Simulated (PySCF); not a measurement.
## H2Te: fields on a plane

All numbers come from r2SCAN in PySCF with Te def2-TZVP with ECP28, H def2-TZVP; scalar-relativistic core potentials, no spin–orbit coupling; density-fitted integrals.

The singlet minimum has Te–H 1.657 Å (×2); H–Te–H 90.0°.

The plane holds Te1 at (0.00, 0.00), H2 at (1.66, 0.00), H3 at (0.00, 1.66) Å. Columns run from x = -1.95 to 4.05 Å, rows from y = 4.05 (top) to -1.95 Å, in steps of 0.3 Å. Other isomers or separated fragments may lie lower. Core electrons replaced by a potential are absent, the electrostatic potential uses the reduced nuclear charge, and values within about 0.7 Å of such atoms have no physical meaning.

Problem. Give the electrostatic potential (V) (cut at 20 V). Every second row and column.

Solution. 
```
 0.1  0.1  0.2  0.2  0.2  0.1  0.1  0.1  0.1  0.0  0.0
 0.2  0.2  0.3  0.3  0.3  0.2  0.1  0.1  0.1  0.1  0.0
 0.2  0.3  0.6  0.9  0.8  0.4  0.2  0.1  0.1  0.1  0.1
 0.3  0.6  1.7  5.6  3.3  0.8  0.3  0.2  0.1  0.1  0.1
 0.5  1.1  3.5 20.0 11.1  1.4  0.5  0.3  0.2  0.1  0.1
 0.9  2.5  7.7 17.4 12.8  4.1  1.4  0.8  0.4  0.2  0.1
 1.3  5.3 20.0 20.0 20.0 12.8 11.1  3.3  0.8  0.3  0.2
 1.1  5.7 20.0 20.0 20.0 17.4 20.0  5.6  0.9  0.3  0.2
 0.7  2.8 14.3 20.0 20.0  7.7  3.5  1.7  0.6  0.3  0.2
 0.3  0.9  2.8  5.7  5.3  2.5  1.1  0.6  0.3  0.2  0.1
 0.1  0.3  0.7  1.1  1.3  0.9  0.5  0.3  0.2  0.2  0.1
```

Problem. Give the electron density (e/Å³) (cut at 5 e/Å³). Every second row and column.

Solution. 
```
0.00 0.00 0.00 0.00 0.00 0.00 0.00 0.00 0.00 0.00 0.00
0.00 0.00 0.00 0.00 0.00 0.00 0.00 0.00 0.00 0.00 0.00
0.00 0.00 0.01 0.02 0.01 0.00 0.00 0.00 0.00 0.00 0.00
0.00 0.01 0.05 0.17 0.11 0.02 0.00 0.00 0.00 0.00 0.00
0.00 0.02 0.17 1.51 0.51 0.07 0.01 0.00 0.00 0.00 0.00
0.01 0.05 0.29 0.87 0.56 0.15 0.07 0.02 0.00 0.00 0.00
0.02 0.13 0.88 5.00 3.95 0.56 0.51 0.11 0.01 0.00 0.00
0.02 0.18 1.69 5.00 5.00 0.87 1.52 0.17 0.02 0.00 0.00
0.01 0.10 0.52 1.69 0.88 0.29 0.17 0.05 0.01 0.00 0.00
0.01 0.03 0.10 0.18 0.13 0.05 0.02 0.01 0.00 0.00 0.00
0.00 0.01 0.01 0.02 0.02 0.01 0.00 0.00 0.00 0.00 0.00
```
